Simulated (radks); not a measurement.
Results of a calculation; reference values are marked as such.
Spherical quantum dot in the effective-mass picture: electrons in a parabolic well V = omega^2 r^2 / 2 with omega = 0.723, with a point charge +1 (a donor) at the centre, all in effective atomic units (hartree* = m*/eps^2 hartree, bohr* = eps/m* bohr), one dielectric constant everywhere. Level of theory: non-relativistic Kohn-Sham, LDA (Slater exchange, Perdew-Wang correlation), spin-polarised, spherical densities (a radial shooting solver with Libxc functionals). Levels are named by radial order and angular momentum (1s, 1p, 1d, 2s, ...), and open shells are averaged over m. Results are scaled to m* = 0.076 and eps = 5.8, for which hartree* = 61.48 meV and bohr* = 4.038 nm. Each electron was tried in the lowest free levels, single moves between levels near the top were tried too, and the lowest total energy was kept; such a search can miss a lower state. At N = 1 the Hartree and exchange-correlation terms need not cancel, so that row can carry a self-interaction error.

N,open shells,2S,E (meV),mu = E(N) - E(N-1) (meV),addition energy mu(N+1) - mu(N) (meV),e(HOMO) (meV),rms radius (nm)
1,"1s(up 1, down 0)",1,-2.01171,-2.0117,49.75,17.870,4.494
2,none,0,45.7216,47.733,88.89,65.566,4.991
3,"1p(up 1, down 0)",1,182.344,136.62,25.46,149.24,6.117
4,"1p(up 2, down 0)",2,344.424,162.08,25.54,174.91,6.738
5,"1p(up 3, down 0)",3,532.039,187.61,31.50,200.24,7.186
6,"1p(up 3, down 1)",2,751.149,219.11,22.79,230.46,7.572
7,"1p(up 3, down 2)",1,993.053,241.90,22.79,253.34,7.898
8,none,0,1257.75,264.69,44.99,276.00,8.186
9,"2s(up 1, down 0)",1,1567.44,309.69,23.52,320.16,8.556
10,none,0,1900.64,333.20,25.49,343.56,8.879
11,"1d(up 1, down 0)",1,2259.33,358.69,19.15,368.29,9.171
12,"1d(up 2, down 0)",2,2637.17,377.84,18.97,387.36,9.432
13,"1d(up 3, down 0)",3,3033.98,396.81,18.75,406.22,9.671
14,"1d(up 4, down 0)",4,3449.54,415.56,18.53,424.87,9.892
15,"1d(up 5, down 0)",5,3883.63,434.09,22.64,443.29,10.10
16,"1d(up 5, down 1)",4,4340.37,456.74,17.61,465.56,10.30
17,"1d(up 5, down 2)",3,4814.72,474.35,17.48,483.12,10.48
18,"1d(up 5, down 3)",2,5306.56,491.83,17.33,500.53,10.66
19,"1d(up 5, down 4)",1,5815.72,509.17,17.17,517.78,10.83
20,none,0,6342.06,526.34,41.25,534.87,11.00
21,"1f(up 1, down 0)",1,6909.65,567.59,15.94,575.58,11.19
22,"1f(up 2, down 0)",2,7493.19,583.54,15.84,591.47,11.37
23,"1f(up 3, down 0)",3,8092.56,599.37,15.72,607.25,11.54
24,"1f(up 4, down 0)",4,8707.65,615.09,15.61,622.92,11.70
25,"1f(up 5, down 0)",5,9338.35,630.70,15.49,638.47,11.86
26,"1f(up 6, down 0)",6,9984.54,646.19,15.37,653.90,12.01
27,"1f(up 7, down 0)",7,10646.1,661.57,18.92,669.21,12.15
28,"1f(up 7, down 1)",6,11326.6,680.49,14.90,687.95,12.29
29,"1f(up 7, down 2)",5,12022.0,695.39,14.82,702.81,12.43
30,"1f(up 7, down 3)",4,12732.2,710.20,14.73,717.58,12.56
31,"1f(up 7, down 4)",3,13457.1,724.93,14.64,732.27,12.69
32,"1f(up 7, down 5)",2,14196.7,739.57,14.55,746.86,12.82
33,"1f(up 7, down 6)",1,14950.8,754.12,-,761.37,12.94

All shells are closed at N = 2, 8, 10, 20 (there: 1s2 1p6 1d10 2s2); the second difference of the energy has clear peaks (12 % above both neighbours; the first and last values, which can be the largest, are not judged, and half-filled shells can peak too) at N = 2, 5, 8, 15, 20, 27.
